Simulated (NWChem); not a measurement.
System: TaNH2SCl2; SMILES [NH2][Ta](=[S])([Cl])[Cl]

NWChem input:

```
start job
memory heap 200 mb stack 900 mb global 1100 mb
geometry units angstroms noautoz
  Ta     0.000190     0.131682    -0.069897
  S      0.002918     1.785703     1.302524
  Cl     1.913926    -1.136590     0.169597
  Cl    -1.918713    -1.129052     0.168053
  N      0.002553     0.971685    -1.820720
  H      0.004696     1.966533    -2.030095
  H      0.001734     0.424287    -2.682056
end
basis spherical
  * library def2-svp
end
ecp
  Ta library def2-ecp
end
dft
  xc scan
  grid fine
  iterations 150
  mulliken
end
task dft gradient
```

NWChem printed, in part:

```
             Northwest Computational Chemistry Package (NWChem) 7.3.0
             --------------------------------------------------------

 CS  symmetry detected

                             Geometry "geometry" -> ""
                             -------------------------

 Output coordinates in angstroms (scale by  1.889725989 to convert to a.u.)

  No.       Tag          Charge          X              Y              Z
 ---- ---------------- ---------- -------------- -------------- --------------
    1 Ta                  73.0000     0.03559983    -0.11389314     0.00000000
    2 S                   16.0000     1.99459183     0.77023503     0.00000000
    3 Cl                  17.0000    -1.12017349     0.45192552    -1.91632336
    4 Cl                  17.0000    -1.12017349     0.45192552     1.91632336
    5 N                    7.0000     0.38071786    -2.02488381     0.00000000
    6 H                    1.0000     1.28429977    -2.49082879     0.00000000
    7 H                    1.0000    -0.37568294    -2.71001355     0.00000000

 Effective nuclear repulsion energy (a.u.)    1218.9962013656

      Symmetry information
      --------------------

 Group name             Cs
 Group number              2
 Group order               2
 No. of unique centers     6

                                 NWChem DFT Module
                                 -----------------

 Summary of "ao basis" -> "ao basis" (spherical)
 ------------------------------------------------------------------------------
       Tag                 Description            Shells   Functions and Types
 ---------------- ------------------------------  ------  ---------------------
 Ta                         def2-svp                12       32   6s3p2d1f
 S                          def2-svp                 8       18   4s3p1d
 Cl                         def2-svp                 8       18   4s3p1d
 N                          def2-svp                 6       14   3s2p1d
 H                          def2-svp                 3        5   2s1p

      Symmetry analysis of basis
      --------------------------

        a'         71
        a"         39

            General Information
            -------------------
          SCF calculation type: DFT
          Wavefunction type:  closed shell.
          No. of atoms     :     7
          No. of electrons :    72
           Alpha electrons :    36
            Beta electrons :    36
          Charge           :     0
          Spin multiplicity:     1
          Use of symmetry is: on ; symmetry adaption is: on
          Maximum number of iterations: 150
          AO basis - number of functions:   110
                     number of shells:    48
          Convergence on energy requested:  1.00D-06
          Convergence on density requested:  1.00D-05
          Convergence on gradient requested:  5.00D-04

              XC Information
              --------------
                         SCAN Method XC Functional
                  SCAN metaGGA Exchange Functional  1.000
                        SCAN Correlation Potential  1.000

             Grid Information
             ----------------
          Grid used for XC integration:  fine
          Radial quadrature: Mura-Knowles
          Angular quadrature: Lebedev.
          Tag              B.-S. Rad. Rad. Pts. Rad. Cut. Ang. Pts.
          ---              ---------- --------- --------- ---------
          Ta                  1.45      141          10.0       974
          S                   1.00      123          11.0       770
          Cl                  1.00      123          11.0       770
          N                   0.65       70          10.0       590
          H                   0.35       60          11.0       590
          Grid pruning is: on
          Number of quadrature shells:   577
          Spatial weights used:  Erf1

      Superposition of Atomic Density Guess
      -------------------------------------

 Sum of atomic energies:       -1433.15575134

      Non-variational initial energy
      ------------------------------

 Total energy =   -1428.219414
 1-e energy   =   -2738.716344
 2-e energy   =     933.891176
 HOMO         =      -0.349317
 LUMO         =       0.012709

      Symmetry analysis of molecular orbitals - initial
      -------------------------------------------------

  Numbering of irreducible representations:

     1 a'          2 a"

  Orbital symmetries:

     1 a'          2 a"          3 a'          4 a'          5 a'
     6 a"          7 a'          8 a'          9 a"         10 a'
    11 a"         12 a'         13 a"         14 a'         15 a'
    16 a"         17 a'         18 a'         19 a'         20 a"
    21 a'         22 a'         23 a"         24 a'         25 a'
    26 a'         27 a'         28 a"         29 a'         30 a"
    31 a'         32 a"         33 a"         34 a'         35 a'
    36 a"         37 a'         38 a'         39 a"         40 a'
    41 a"         42 a'         43 a'         44 a'         45 a"
    46 a'

     ---------------------------------------------
      Total Density - Mulliken Population Analysis
     ---------------------------------------------

[...]

                         DFT ENERGY GRADIENTS

    atom               coordinates                        gradient
                 x          y          z           x          y          z
   1 Ta      0.067274  -0.215227   0.000000    0.004982   0.000304   0.000000
   2 S       3.769232   1.455533   0.000000   -0.005947  -0.002669   0.000000
   3 Cl     -2.116821   0.854015  -3.621326    0.000724  -0.000285   0.000940
   4 Cl     -2.116821   0.854015   3.621326    0.000724  -0.000285  -0.000940
   5 N       0.719452  -3.826476   0.000000   -0.000241   0.000838   0.000000
   6 H       2.426975  -4.706984   0.000000   -0.001042   0.000967   0.000000
   7 H      -0.709938  -5.121183   0.000000    0.000799   0.001130   0.000000
```

Level: SCAN/def2-SVP with def2 effective core potentials on Ta. Coordinates come from a PBE0/def2-SVP optimisation. Not confirmed as a minimum by frequencies. def2 effective core potentials on Ta; no spin-orbit coupling.
